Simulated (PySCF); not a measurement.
A PySCF script (with the pyscf-properties extension) for the NMR shieldings of `InChI=1S/C7H11NO/c9-4-8-7-3-5-1-2-6(5)7/h4-7H,1-3H2,(H,8,9)/t5-,6-,7+/m0/s1`, on a GFN2-xTB geometry:

```python
import basis_set_exchange as bse
import numpy as np
from pyscf import gto, dft
from pyscf.prop import nmr

atoms = """
O     3.307965    0.103214   -1.394900
C     2.952591    0.131594   -0.244201
N     1.682372    0.258765    0.180997
C     0.568120    0.387312   -0.716588
C    -0.497817    1.432765   -0.331499
C    -1.578858    0.342860   -0.353840
C    -1.820963   -0.343715    0.998805
C    -0.762300   -1.405865    0.650388
C    -0.513379   -0.718530   -0.699538
H     3.662728    0.059021    0.602582
H     1.484393    0.279101    1.168465
H     0.992770    0.534328   -1.711385
H    -0.343103    1.894559    0.642993
H    -0.631603    2.216085   -1.073741
H    -2.449337    0.532657   -0.975017
H    -1.599121    0.272932    1.868737
H    -2.824481   -0.749064    1.108525
H     0.097074   -1.461060    1.315904
H    -1.174169   -2.407105    0.543062
H    -0.558030   -1.349176   -1.582786
"""
names = dict.fromkeys(["O", "C", "N", "H"], "pcSseg-1")
basis = {el: gto.basis.parse(bse.get_basis(n, elements=[el], fmt="nwchem")) for el, n in names.items()}
mol = gto.M(atom=atoms, basis=basis, charge=0, verbose=0)
mf = dft.RKS(mol, xc="PBE0")
mf.grids.level = 2
mf.grids.alignment = dft.numint.BLKSIZE   # the property module wants whole blocks of grid points
mf.conv_tol = 1e-9
mf.kernel()

calc = nmr.RKS(mf)   # GIAO
C = mf.mo_coeff
Co = C[:, mf.mo_occ > 0]
resp = mf.gen_response(singlet=True, hermi=2)
def vind(x):   # induced exchange potential for any number of trial vectors
    d = np.einsum("pi,xij,qj->xpq", C, 2 * x.reshape(-1, C.shape[1], Co.shape[1]), Co, optimize=True)
    return np.einsum("xpq,pi,qj->xij", resp(d - d.transpose(0, 2, 1)), C, Co, optimize=True).ravel()
mo1, _ = nmr.rhf.solve_mo1(calc, with_cphf=vind)
sigma = calc.kernel(mo1)
for i, s in enumerate(sigma):   # ppm
    print("%2d %-2s %9.2f" % (i, mol.atom_pure_symbol(i), np.trace(s) / 3))
```

Question: Give the expected output.

Answer: 
```
 0 O     -77.79
 1 C      27.79
 2 N     116.03
 3 C     146.77
 4 C     145.80
 5 C     158.15
 6 C     156.82
 7 C     168.16
 8 C     146.75
 9 H      23.56
10 H      26.57
11 H      26.47
12 H      30.16
13 H      28.57
14 H      29.40
15 H      30.00
16 H      29.08
17 H      29.62
18 H      29.31
19 H      28.78
```

These numbers come from an equivalent density-fitted implementation of the same equations, which agrees with the script to about 0.01 ppm for H and up to a few tenths of a ppm for heavy atoms, so last digits may differ.

Size and cost of the density-fitted run: 208 basis functions, 36 s wall time on 1 thread of an Arm Neoverse V1, shared host.
